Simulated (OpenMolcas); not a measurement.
## Al: the spin-orbit constant, worked from levels

| Quantity | Value |
| --- | --- |
| Program | OpenMolcas 26.06 |
| Basis | ANO-RCC-VQZP [6s5p3d2f1g] |
| Scalar Hamiltonian | DKH2, point nucleus |
| Active space | 3 electrons in 8 orbitals (3s 3p 4s 4p) |
| State averaging | 2S+1 = 4 odd, 1 root (0 in the spin-orbit step); 2S+1 = 2 odd, 3 roots; 2S+1 = 4 even, 3 roots; 2S+1 = 2 even, 5 roots |
| Spin-orbit coupling | state interaction with AMFI integrals over the reference wave functions, term energies averaged over their components |

Methods: CASSCF; SS-CASPT2, IPEA 0.25 Eh, imaginary shift 0.1 Eh (closed shells correlated: 2s 2p). Measured levels: NIST Handbook of Basic Atomic Spectroscopic Data.

**The spin-orbit constant.** For the Hund term ²P° of p1, E(J) = (A/2) J(J+1) + constant and ζ = 2S·A = A. From J = 1/2 to J = 3/2 the energy changes by 1.5 A.

```json
{"Source": "CASSCF", "E(3/2) - E(1/2)": "82.2", "A": "54.8", "ζ": "55"}
{"Source": "SS-CASPT2", "E(3/2) - E(1/2)": "82.2", "A": "54.8", "ζ": "55"}
{"Source": "measured", "E(3/2) - E(1/2)": "112.1", "A": "74.7", "ζ": "75"}
```

All in cm-1. SS-CASPT2 is off by -26.7 % and CASSCF by -26.7 %. Both methods take the spin-orbit matrix elements from the reference wave functions, so the second can move ζ only through the term energies and any multistate remixing.

Over all roots computed the reference weight is 0.90 to 0.97 in SS-CASPT2; the roots of lowest weight are the least certain, and an intruder state may touch them. Active for correlation alone: 4p 4s; no level in the range computed is led by a configuration that fills them, so any true level of that kind is missing. Without dynamic correlation excited terms often stand tens of per cent too high (terms of higher spin than the ground term too low), and those without a measured partner can miss by more than the paired ones (holds for CASSCF). Measured partners are found by configuration, term and J. A level has none where our copy of the source lacks it or the pairing is in doubt (some pairs that miss far off the trend of their configuration count as doubtful), and it then counts in no deviation. Levels of configurations outside the active space are missing.

° marks odd parity.
